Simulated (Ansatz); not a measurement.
H2Sb (SMILES [SbH2]), doublet, geometry from GFN2-xTB (core potentials on Sb); HF/def2-SVP run with Ansatz (a first-principles code).

Here is a job for Ansatz.
Ansatz 0.2 input:
```yaml
crystal:
  periodic: [false, false, false]
  atoms:
    - {symbol: Sb, position_ang: [0.00098420, 0.04681111, 0.00217340]}
    - {symbol: H, position_ang: [-1.20948095, -1.16980988, -0.03328061]}
    - {symbol: H, position_ang: [1.15928692, -1.21755688, -0.07756283]}
basis:
  gaussian:
    orbitals: def2-SVP
    point_charges:
      - {charge: 0.5, position_ang: [-3.7018, -2.0954, 1.6353]}
hamiltonian:
  xc: hf
magnetization: {spin_polarized: true, initial_magnetization: 1}
```

It wrote (shortened):

```
Functional definition: HF
436 factors; integrals over basis functions are off by at most 5.6e-4 eV
mean field evaluation 1: about -6541.1136 eV, gradient 5.2e0 eV
mean field evaluation 2: about -6541.1447 eV, gradient 5.2e0 eV
mean field evaluation 4: about -6541.4907 eV, gradient 4.8e-1 eV
mean field evaluation 8: about -6541.4942 eV, gradient 3.2e-3 eV
mean field -6541.49421070 eV, -240.3954782592 hartree, gradient 3.3e-5 eV, S^2 0.763820; 0 other end points of the search recorded, 0 dependent functions left out
reference -6541.49421070 eV, -240.3954782592 hartree; 13, 12 occupied and 23, 24 virtual orbitals, 436 factors
Total energy: -6541.49421070 eV, -240.3954782592 hartree
```
